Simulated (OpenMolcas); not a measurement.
# d3 ions of charge +4 down a group with 6 ammonia ligands in octahedral coordination

```yaml
Program: OpenMolcas 26.06
Method: CASSCF
Spin-orbit_coupling: RASSI with atomic mean-field integrals over the reference wave functions
```

The d shell is active. Anionic complexes are neutralised by point charges behind the ligands. Distances were set from a Shannon-type radius of the metal (high-spin where two are listed, low-spin for CN, NH3 and NCH) plus a fixed donor radius (NH3 1.42 Å). Ligand basis ANO-RCC-VDZP, DKH2 Hamiltonian. Energies in cm-1 above the lowest state or level, χT in cm3 K/mol. Spin-only χT is S(S+1) / 2 for the spin of the ground state.

```tsv
Ion	Shell	R (Å)	Metal basis	Ground state	First state of that spin	First gap with spin-orbit (degeneracies)	χT at 300 K	First state of another spin	Spin-only χT
Mn4+	3d3	1.95	ANO-RCC-VTZP	2S+1 = 4	30545	0.1 (2, 2)	1.851	2S+1 = 2: 22398	1.875
Tc4+	4d3	2.06	ANO-RCC-VTZP	2S+1 = 4	45256	0.4 (2, 2)	1.820	2S+1 = 2: 15857	1.875
Re4+	5d3	2.05	ANO-RCC-VTZP	2S+1 = 4	53042	7.3 (2, 2)	1.639	2S+1 = 2: 14527	1.875
```

χT departs most from the spin-only value for Re4+, by -0.236 cm3 K/mol.

Without dynamic correlation the repulsion within the d shell is too large (B by tens of per cent), so at a given field states of lower spin stand too high. Ligand-to-metal charge-transfer states are missing. With no ligand orbital active B as a rule stays too high, so bands that hang on it stand too high and its fall with covalency is understated. With metal d orbitals alone the field can be off either way by tens of per cent. The least metal-like active orbital is 71 % on the metal (Löwdin) and no ligand orbital is active, so the numbers are rough (holds for Mn4+). The least metal-like active orbital is 68 % on the metal (Löwdin) and no ligand orbital is active, so the numbers are rough (holds for Tc4+; Re4+). No measured value stands beside these numbers; the geometry is a model, was not optimised and need not be the one that this ion takes.

A state without a sure symmetry label is named by its multiplicity alone.
